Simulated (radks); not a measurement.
Values are calculated unless marked as measured or tabulated.
All-electron atom: Cu IV in [Ar] 3d8. Level of theory: Dirac Kohn-Sham, LDA (Slater exchange, Perdew-Wang correlation), spin-unpolarised, spherical densities, point nucleus; open shells are shared between the two j in proportion to 2j + 1 (a radial shooting solver on a logarithmic mesh with Libxc functionals).

Spin-orbit splittings of the eigenvalues, e(l+1/2) - e(l-1/2), with zeta = 2 splitting/(2l+1) and mean radii in bohr:

| shell | occ. | splitting (eV) | zeta (eV) | <r> j=l-1/2 | <r> j=l+1/2 |
|---|---|---|---|---|---|
| 2p | 6 | ? | ? | 0.2044 | 0.2077 |
| 3p | 6 | 2.668 | 1.779 | 0.7305 | 0.7406 |
| 3d | 8 | 0.3307 | 0.1323 | 0.8532 | 0.8577 |

Estimate the 2p splitting.

Answer. 20.44 eV (zeta = 13.63 eV).
